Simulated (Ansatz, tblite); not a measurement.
Removing an electron: NiCl₂. Charge 0, multiplicity 3. Geometry: PBE-D4/def2-TZVP. Ansatz, gas phase; energy differences of separate SCF runs; the oxidised species was run as a quartet alone.

| atom | x (Å) | y (Å) | z (Å) |
| --- | --- | --- | --- |
| Ni1 | 0.000 | 0.000 | 0.000 |
| Cl2 | -1.683 | 0.293 | -1.136 |
| Cl3 | 1.683 | -0.293 | 1.136 |

The xTB rows come from tblite.

```tsv
level	−HOMO (eV)	vertical IE (eV)	−LUMO (eV)	HOMO–LUMO gap (eV)
GFN1-xTB	–	15.79	–	–
GFN2-xTB	–	14.64	–	–
PBE-D4/def2-TZVP	6.99	10.34	6.18	0.81
r2SCAN-D4/def2-TZVP	7.92	10.74	5.95	1.97
PBE0-D4/def2-TZVP	9.49	11.04	4.66	4.83
```

 At PBE0-D4/def2-TZVP the highest occupied level of the triplet has α spin (-9.28 eV), and emptying it gives a doublet, which wasn't run; the ionisation energy to the quartet shown is then probably not the lowest one. HOMO and LUMO are the levels of the spin that leaves or enters (xTB has no such levels and no spin-polarisation term). Other spin states of the ions may lie lower, which would lower the ionisation energy or raise the affinity. Raw xTB energy differences between charge states are shifted by several eV; the methods need an empirical correction for them.
